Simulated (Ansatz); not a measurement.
```yaml
crystal:
  periodic: [false, false, false]
  atoms:
    - {symbol: B, position_ang: [-0.342526, 0.420807, 0.140378]}
    - {symbol: B, position_ang: [1.297901, 0.600897, 0.639074]}
    - {symbol: B, position_ang: [-1.282760, -0.949696, 0.179491]}
    - {symbol: B, position_ang: [0.437033, 1.676083, -0.692991]}
    - {symbol: B, position_ang: [0.490148, -1.003530, 0.677321]}
    - {symbol: B, position_ang: [-0.279676, 0.707600, -1.711268]}
    - {symbol: Sb, position_ang: [2.447960, 0.613015, -1.329716]}
    - {symbol: Sb, position_ang: [0.291029, 2.465414, 1.441128]}
    - {symbol: Sb, position_ang: [-0.847596, -1.887055, 2.246774]}
    - {symbol: Sb, position_ang: [-2.149642, 0.630154, 1.756408]}
    - {symbol: Sb, position_ang: [1.304025, -2.061358, -1.220242]}
    - {symbol: Sb, position_ang: [-1.365897, -1.212341, -2.126358]}
basis:
  gaussian: {orbitals: def2-TZVP, initial_orbitals: start.molden}
hamiltonian: {xc: pbe0, dispersion: d4}
scf: {omitted_lower_state_checks: [starts]}
output: {forces: true, orbitals: {seedname: orbitals}}
```

The file start.molden holds the orbitals of an earlier run on this structure, at another level or in another basis.

```sh
$ ansatz run in.yaml --threads 4 --pin off --events-out ev --progress --plain --max-ram 6963MiB
```

Task: Does this run fit into the memory that it is given?

Result: No. It has 486 basis functions, and Ansatz plans for 8 GiB where 7 GiB are given.
